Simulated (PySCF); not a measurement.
# `[C@](C#C)(C)(CC)C1=CC1`, C₉H₁₂

Molfile (atoms numbered from 1):
```
C9H12
     RDKit          3D

 21 21  0  0  0  0  0  0  0  0999 V2000
   -1.6855    1.3884    1.6586 C   0  0  0  0  0  0  0  0  0  0  0  0
   -0.9311    0.9888    0.8204 C   0  0  0  0  0  0  0  0  0  0  0  0
    0.0030    0.5033   -0.1903 C   0  0  2  0  0  0  0  0  0  0  0  0
    0.8153    1.6984   -0.7214 C   0  0  0  0  0  0  0  0  0  0  0  0
   -0.7645   -0.1743   -1.3425 C   0  0  0  0  0  0  0  0  0  0  0  0
   -1.6358   -1.3339   -0.8763 C   0  0  0  0  0  0  0  0  0  0  0  0
    0.9289   -0.4456    0.4659 C   0  0  0  0  0  0  0  0  0  0  0  0
    1.5037   -1.6044    0.5848 C   0  0  0  0  0  0  0  0  0  0  0  0
    1.9288   -0.5626    1.5804 C   0  0  0  0  0  0  0  0  0  0  0  0
   -2.3529    1.7406    2.3875 H   0  0  0  0  0  0  0  0  0  0  0  0
    1.5240    1.3625   -1.4758 H   0  0  0  0  0  0  0  0  0  0  0  0
    0.1494    2.4344   -1.1666 H   0  0  0  0  0  0  0  0  0  0  0  0
    1.3632    2.1706    0.0908 H   0  0  0  0  0  0  0  0  0  0  0  0
   -0.0372   -0.5330   -2.0746 H   0  0  0  0  0  0  0  0  0  0  0  0
   -1.3928    0.5780   -1.8261 H   0  0  0  0  0  0  0  0  0  0  0  0
   -2.1758   -1.7583   -1.7197 H   0  0  0  0  0  0  0  0  0  0  0  0
   -2.3573   -0.9921   -0.1374 H   0  0  0  0  0  0  0  0  0  0  0  0
   -1.0270   -2.1139   -0.4267 H   0  0  0  0  0  0  0  0  0  0  0  0
    1.6492   -2.6102    0.2777 H   0  0  0  0  0  0  0  0  0  0  0  0
    1.5826   -0.6271    2.6070 H   0  0  0  0  0  0  0  0  0  0  0  0
    2.9030   -0.0927    1.4837 H   0  0  0  0  0  0  0  0  0  0  0  0
  1  2  3  0
  3  2  1  1
  3  4  1  0
  3  5  1  0
  5  6  1  0
  3  7  1  0
  7  8  2  0
  8  9  1  0
  9  7  1  0
  1 10  1  0
  4 11  1  0
  4 12  1  0
  4 13  1  0
  5 14  1  0
  5 15  1  0
  6 16  1  0
  6 17  1  0
  6 18  1  0
  8 19  1  0
  9 20  1  0
  9 21  1  0
M  END
```

Method: GIAO B97-2/pcSseg-1 magnetisability, rotational g tensor and spin-rotation constants, non-relativistic, gas phase in PySCF. Geometry: GFN2-xTB.

How diamagnetic is it, and how anisotropic?

Isotropic -1538 × 10⁻³⁰ J/T², or -92.6 × 10⁻⁶ cm³/mol; principal values -1761, -1457, -1395 × 10⁻³⁰ J/T², anisotropy 339 × 10⁻³⁰ J/T² (root of half the summed squared differences of the principal values). The susceptibility is in cgs units.

Split it along the inertial axes a, b, c into diamagnetic and paramagnetic parts about the centre of mass, with the quadrupole moment.


| axis | χ (10⁻⁶ cm³/mol) | diamagnetic (10⁻⁶ cm³/mol) | paramagnetic (10⁻⁶ cm³/mol) | summed x² of all electrons (Å²) | quadrupole Θ (D Å) |
| --- | --- | --- | --- | --- | --- |
| a | -87.0 | -806.0 | 719.0 | 150.4 | -1.60 |
| b | -87.5 | -967.9 | 880.4 | 112.2 | +1.29 |
| c | -103.3 | -1114.2 | 1010.9 | 77.8 | +0.31 |

Anisotropies 2χaa − χbb − χcc = +16.9 and 2χbb − χaa − χcc = +15.2 × 10⁻⁶ cm³/mol. Θ is traceless in Buckingham's convention.

And the rotational g tensor?


```
axis  rotational constant (GHz)        g  nuclear part  electronic part
   a                     1.8457  -0.0072        0.6162          -0.6235
   b                     1.4567  -0.0065        0.5960          -0.6025
   c                     1.2373  +0.0040        0.5916          -0.5876
```
Asymmetric top; isotopes 12C, 1H; no vibrational averaging.
